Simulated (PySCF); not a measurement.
# One molecule, a ladder of functionals, a line

Molecule: `C[NH][AlH][Cl]`, CH$_{5}$AlClN.

Geometry (Å), atoms numbered from 1 in this order:
```xyz
9

C    -1.030    0.187    0.169
N     0.380   -0.113    0.272
Al    1.710    1.029    0.485
Cl    3.662    0.235    0.533
H    -1.629   -0.302    0.958
H    -1.459   -0.114   -0.805
H    -1.197    1.272    0.269
H     0.575   -1.107    0.191
H     1.455    2.574    0.631
```

GIAO shieldings (ppm, equivalent atoms averaged) in PySCF 2.14.0 with density-fitted response routines on the PBE0-D3(BJ)/def2-SVP geometry, basis pcSseg-2, gas phase, non-relativistic:

| functional | exact exchange (%) | σ(C1) | σ(N2) | σ(Al3) | σ(Cl4) |
| --- | --- | --- | --- | --- | --- |
| BLYP | 0 | 141.7 | 180.7 | 367.5 | 926.7 |
| BP86 | 0 | 146.1 | 185.8 | 372.5 | 930.5 |
| PBE | 0 | 146.6 | 185.8 | 372.1 | 930.5 |
| B3LYP | 20 | 147.0 | 192.4 | 378.6 | 947.5 |
| PBE0 | 25 | 152.5 | 200.0 | 387.0 | 956.5 |
| mPW1PW91 | 25 | 151.7 | 199.7 | 387.9 | 957.2 |
| HF | 100 | 162.4 | 224.8 | 429.5 | 1009.2 |

(1) Fit each shielding as a line in the percentage of exact exchange.

(2) What does the line predict for BHandHLYP (50 %), and what does the run give?

## Answers

(1) σ(C1) = 145.4 + 0.18 x (rms 2.1 ppm); σ(N2) = 185.7 + 0.41 x (rms 3.0 ppm); σ(Al3) = 370.7 + 0.59 x (rms 2.4 ppm); σ(Cl4) = 931.7 + 0.80 x (rms 3.5 ppm). The functionals also differ in their semilocal parts, which the line can't hold; Hartree–Fock has no correlation at all.

(2) σ(C1): 154.4 predicted, 153.5 computed; σ(N2): 206.2 predicted, 206.4 computed; σ(Al3): 400.2 predicted, 395.8 computed; σ(Cl4): 971.7 predicted, 972.9 computed ppm.
